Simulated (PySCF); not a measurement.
Species: C5H5N3.
Structure used (GFN2-xTB), in Å, numbered top down from 1:
```
atom  x, y, z in Å
C1    -2.1075    1.0480    0.3460
C2    -1.5026   -0.0381   -0.1222
C3    -0.0587   -0.2026   -0.1001
C4     0.5690   -1.3605   -0.5995
N5     1.8772   -1.4959   -0.5736
N6     2.6114   -0.5383   -0.0749
C7     2.0107    0.5397    0.3890
N8     0.7059    0.7641    0.4053
H9    -1.5298    1.8546    0.7650
H10   -3.1777    1.1590    0.3233
H11   -2.0598   -0.8616   -0.5481
H12    0.0102   -2.1825   -1.0233
H13    2.6474    1.3147    0.7950
```

Method used: TDDFT wB97X-D/def2-SVPD, vertical, gas phase, core orbitals frozen in the response (PySCF).

Ground-to-excited transition dipoles (e·a0, same axes as the geometry; the sign carries no meaning), for the states with f of 0.002 or more among the lowest 8:

| state | E (eV) | μx | μy | μz |
| --- | --- | --- | --- | --- |
| S1 | 3.021 | -0.014 | -0.095 | 0.202 |
| S3 | 4.977 | -1.500 | 0.455 | 0.111 |
| S6 | 5.853 | -0.722 | 0.600 | 0.231 |
| S7 | 6.294 | -0.010 | -0.070 | 0.149 |
| S8 | 6.613 | -0.376 | 0.667 | 0.287 |

Problem. What oscillator strength does each state have?

Solution. f = (2/3) ΔE |μ|² with ΔE in hartree (27.2114 eV).

```csv
state,|μ|² (au),|μ| (D),f
S1,0.050,0.57,0.004
S3,2.471,4.00,0.301
S6,0.934,2.46,0.134
S7,0.027,0.42,0.004
S8,0.669,2.08,0.108
```

Problem. The point group is Cs. Which irreducible representation does each state belong to?

Solution. From a totally symmetric ground state, an allowed state transforms like the component of the dipole operator along its μ. Polarised normal to the mirror plane, so A″: S1 and S7. Polarised in the mirror plane, so A′: S3, S6 and S8.

Problem. What angle do the transition dipoles of S3 and S6 make?

Solution. |cos θ| = |μa·μb| / (|μa| |μb|) = 0.91, so θ ≈ 25° (taken between 0 and 90°, since the signs are arbitrary).

Problem. What peak molar absorption coefficient would the strongest computed level give as a lone Gaussian band 0.5 eV wide at half height?

Solution. ε(max) = 2.175×10⁸ f / FWHM, with the width in cm⁻¹. S3: 2.175×10⁸ × 0.3012 / 4033 ≈ 16000 L mol⁻¹ cm⁻¹.

The run took 61 s (grids of density and orbitals included) on one thread, Intel Xeon Platinum 8259CL at 2.50 GHz (x86_64), on a shared host, and the process peaked at 0.85 GiB of memory.

One conformer stands for the species.
